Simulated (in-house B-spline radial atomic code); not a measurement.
# Zn II (Zn+): [Ne] 3s2 (3p1/2)2 (3p3/2)3 3d10 4s2 (with a hole in an inner shell)

Method: Dirac-Hartree-Fock, average of the jj configuration, Fermi nucleus of rms radius 3.9283 fm. Calculated with an all-electron radial atomic-structure program (B-spline basis).

Screening seen three ways: the hydrogenic charge with the same mean radius, Z_r = [3n² - l(l+1)]/(2<r>), the one with the same energy, Z_e = n√(-2ε), and Slater's rules. Values are occupation-weighted means over j.

```csv
shell,electrons,ε (eV),<r> (bohr),Z_r,Z_e,Slater
1s,2,-9758.8,0.05028,29.84,26.78,29.70
2s,2,-1254.9,0.2249,26.68,19.21,25.85
2p,6,-1086.3,0.1981,25.24,17.87,25.85
3s,2,-174.65,0.6757,19.98,10.75,19.10
3p,5,-124.83,0.7053,17.72,9.09,19.10
3d,10,-38.472,0.8224,12.77,5.04,9.85
4s,2,-18.622,2.363,10.16,4.68,5.20
```

The least bound orbital is 4s1/2 at -18.62 eV, and it is also the most diffuse (<r> = 2.363 bohr). The part-filled 3p shell lies below the filled 4s shell in orbital energy.

For the 1s electron the small component carries 1.17 % of the norm, the zero-frequency Breit interaction raises the level by 13.15 eV, self-energy by 6.729 eV, and vacuum polarisation lowers it by 0.6237 eV.
